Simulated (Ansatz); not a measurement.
BH₂ClOF₂, singlet: at the start structure of a reaction step.

Input (in.yaml):

```yaml
crystal:
  periodic: [false, false, false]
  atoms:
    - {symbol: B, position_ang: [0.048526, -0.662083, 0.247801]}
    - {symbol: Cl, position_ang: [1.828172, -0.648144, -0.174996]}
    - {symbol: F, position_ang: [-0.749214, -1.283324, -0.647147]}
    - {symbol: F, position_ang: [-0.223728, -0.869191, 1.539066]}
    - {symbol: H, position_ang: [0.415345, 1.476343, -0.147232]}
    - {symbol: O, position_ang: [-0.397917, 0.972676, -0.002902]}
    - {symbol: H, position_ang: [-0.921183, 1.013623, -0.814592]}
basis:
  gaussian: {orbitals: def2-SVP}
hamiltonian: {xc: pbe0, dispersion: d4}
```

Run by:

```bash
ansatz run in.yaml --threads 4 --pin off --events-out ev --progress --plain --max-ram 9574MiB
```

What Ansatz 0.2.0 printed:

```
Functional definition: PBE0
  name "PBE0"
  cite "Adamo & Barone, J. Chem. Phys. 110, 6158 (1999) doi:10.1063/1.478522"
  cite "Perdew, Burke & Ernzerhof, Phys. Rev. Lett. 77, 3865 (1996) doi:10.1103/PhysRevLett.77.3865"
  parent pbe
  parameter a = 0.25
  parameter kappa = 0.804
  parameter beta = 0.06672455060314922
  exchange = (1 - a)*pbe_x(kappa = kappa, mu = beta*pi^2/3) + a*exact_x
  correlation = pbe_c(beta = beta)
788 factors; integrals over basis functions are off by at most 1.2e-3 eV
mean field evaluation 1: about -20690.8644 eV, gradient 4.8e1 eV
mean field evaluation 2: about -20688.8104 eV, gradient 6.1e1 eV
mean field evaluation 4: about -20694.3899 eV, gradient 6.9e-1 eV
mean field evaluation 8: about -20694.5860 eV, gradient 1.7e-1 eV
mean field evaluation 16: about -20694.5860 eV, gradient 1.7e-5 eV
mean field -20694.58603447 eV, -760.5120094725 hartree, gradient 1.6e-5 eV, S^2 0.000000; 0 other end points of the search recorded, 0 dependent functions left out
reference -20694.58605401 eV, -760.5120101905 hartree; 25, 25 occupied and 59, 59 virtual orbitals, 788 factors
Total energy: -20694.68798988 eV, -760.5157562647 hartree
```

The lines “mean field evaluation” count trial sets of orbitals through the whole run, from several starts and some on an approximate energy, so they need not fall steadily or lie above the final value.

The run took about 2.7 s on 4 CPU threads of an Intel Xeon (shared host).
